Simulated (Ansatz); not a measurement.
Molecule: C$_{3}$H$_{8}$FSi, net charge 0, doublet state. It need not be the lowest isomer of its formula. SMILES: [Si](C)(F)(C)[CH2]
Geometry from a B3LYP-D3(BJ)/def2-TZVP (Ansatz, a quantum-chemistry and plane-wave program) optimisation:
```xyz
13

C     -0.9286     1.4624    -0.7138
Si    -0.0125     0.0365     0.0125
C      1.6083    -0.2266    -0.8669
C     -1.0749    -1.4937     0.0360
F      0.3375     0.3861     1.5554
H     -2.0021     1.5857    -0.6143
H     -0.4397     2.2642    -1.2572
H      2.1804    -1.0311    -0.4001
H      1.4444    -0.4928    -1.9137
H      2.2192     0.6783    -0.8420
H     -1.3279    -1.8086    -0.9790
H     -2.0079    -1.3144     0.5745
H     -0.5573    -2.3207     0.5269
```
Charge 0, spin multiplicity 2.

Parts of the frozen-core correlation energy in cc-pwCVTZ (Ansatz, hartree). Frozen orbitals: 9; correlated occupied orbitals by spin: 16 and 15; virtual: 318 and 319. Open shells are spin-unrestricted. Spin-orbit coupling is left out. No relativistic terms.

| term | value |
|---|---|
| reference (HF) | -506.79909 |
| MP2 opposite-spin | -0.68237 |
| MP2 same-spin | (withheld) |
| CCSD correlation | (withheld) |
| (T) | (withheld) |
| T1 diagnostic | 0.010 |
| largest doubles amplitude | 0.013 |
| <S^2> of the reference | 0.760 |

**Question.** What belongs in the gaps?

**Answer.** 
- MP2 same-spin, value: -0.20256
- CCSD correlation, value: -0.93412
- (T), value: -0.03291
